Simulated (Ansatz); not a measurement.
```yaml
crystal:
  periodic: [false, false, false]
  atoms:
    - {symbol: F, position_ang: [-1.522918, 1.126727, 0.096811]}
    - {symbol: C, position_ang: [-0.376642, 0.696615, -0.508803]}
    - {symbol: Si, position_ang: [0.885322, -0.561672, 0.657036]}
    - {symbol: Cl, position_ang: [-0.928476, -0.532948, -1.916450]}
    - {symbol: H, position_ang: [0.215185, 1.382975, -0.961762]}
    - {symbol: H, position_ang: [1.063613, 0.209222, 1.751969]}
    - {symbol: H, position_ang: [1.692208, -1.187539, -0.374014]}
    - {symbol: H, position_ang: [-0.303154, -1.510382, 1.040784]}
basis:
  gaussian: {orbitals: "6-31G*", point_charges: [{charge: 2.00, position_ang: [5.336, -0.388, 0.482]}]}
hamiltonian: {xc: {name: HF}}
correlation: {method: rpa, electrons: outside_noble_gas}
```

```sh
$ ansatz run in.yaml --threads 2 --pin off --events-out ev --progress --plain --max-ram 4352MiB
```

Output, abridged:

```
Functional definition: HF
728 factors; integrals over basis functions are off by at most 7.4e-4 eV
mean field evaluation 1: about -24159.5917 eV, gradient 2.6e1 eV
mean field evaluation 2: about -24159.6578 eV, gradient 2.6e1 eV
mean field evaluation 4: about -24161.5902 eV, gradient 2.8e0 eV
mean field evaluation 8: about -24161.6281 eV, gradient 2.5e-1 eV
mean field -24161.62839479 eV, -887.9234661686 hartree, gradient 8.2e-6 eV, S^2 0.000000; 0 other end points of the search recorded, 0 dependent functions left out
12 core orbitals not correlated: weight in the atoms' cores, before any rotation towards them, 1.000 or more for the frozen orbitals, at most 0.000 for the correlated occupied ones
reference -24161.62839479 eV, -887.9234661686 hartree; 13, 13 occupied and 51, 51 virtual orbitals, 728 factors
Total energy: -24177.64381684 eV, -888.5120220733 hartree
```

Hardware: 2 threads of an AMD EPYC 7B13 on a shared host. Wall time 0.65 s, peak host memory 0.14 GiB.
